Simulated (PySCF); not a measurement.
## Two-dimensional NMR puzzle

Compound of formula C6H8FNO. Correlations simulated from computed shifts and the bond graph:

HSQC (one-bond C–H):
| δH | δC |
| --- | --- |
| 6.11 | 127.1 |
| 5.72 | 127.1 |
| 5.30 | 110.3 |
| 1.99 | 21.4 |

COSY cross peaks (H two or three bonds apart, from the bond graph; peaks can be absent where the dihedral angle is near 90°):
| δH | δH |
| --- | --- |
| 6.18 | 4.80 |
| 6.11 | 5.72 |

HMBC (two and three bonds, from the bond graph):
| δH | δC |
| --- | --- |
| 6.18 | 164.6, 110.3 |
| 6.11 | 171.6, 143.3, 21.4 |
| 5.72 | 171.6, 143.3, 21.4 |
| 5.30 | 171.6, 164.6, 143.3 |
| 4.80 | 164.6, 110.3 |
| 1.99 | 171.6, 143.3, 127.1 |

Carbons without hydrogens: δ 171.6, 164.6, 143.3.

PySCF 2.14 calculation with GIAO PBE0/pcSseg-1 shieldings and geometry: GFN2-xTB; fast rotation and ring inversion assumed for equivalent nuclei, one computed conformer, no solvent, relativity neglected.

δ = σ(ref) − σ, references computed at the same level: 1H and 13C vs TMS.

Exchangeable hydrogens are left out of these lists.

Question: Work out the connectivity.

Answer: `C=C(C)/C(F)=C/C(N)=O`.

Structure with atom numbers: `[CH2:1]=[C:2]([CH3:3])/[C:4]([F:5])=[CH:6]/[C:7]([NH2:8])=[O:9]`. Hydrogens are named by the atom that carries them. Ha(C1) is cis to C3; Ha(N8) is cis to the C=O or C=S heteroatom; Hb(C1) is trans to C3; Hb(N8) is trans to the C=O or C=S heteroatom.

δC 171.6 is C4, a β carbon of a C=C–C=O unit. δC 164.6 is C7, an amide carbonyl carbon. δC 143.3 is C2, a fully substituted alkene carbon. δC 127.1 is C1, a terminal =CH2 carbon (δH 6.11, 5.72). δC 110.3 is C6, an α carbon of a C=C–C=O unit (δH 5.30). δC 21.4 is C3, an allylic methyl carbon (δH 1.99). HMBC from δH 6.11 reaches the proton-free carbons C4, C2. HMBC from δH 5.72 reaches the proton-free carbons C4, C2. HMBC from δH 5.30 reaches the proton-free carbons C4, C7, C2. HMBC from δH 1.99 reaches the proton-free carbons C4, C2. COSY links 6.18–4.80, 6.11–5.72.

The data come from this structure; uniqueness wasn't tested.

Exchangeable OH/NH protons stand at their gas-phase positions; hydrogen bonding in a real sample shifts them, mostly to higher δ. Rotation about the amide-type C–N bond is slow at room temperature, so the two groups on nitrogen are listed apart. Shifts are as computed. Against solution values, carbons near 30 ppm lie about +3 ppm off and those near 130 ppm about +5 ppm. Of 1211 compounds with measured shifts, 218 miss one by over three times the rms of a fit or turn the order of signals round; such compounds aren't used in these exercises. Hydrogen bonding in solution deshields acid and N–H amide carbonyl carbons by as much as 10 ppm beyond these values.
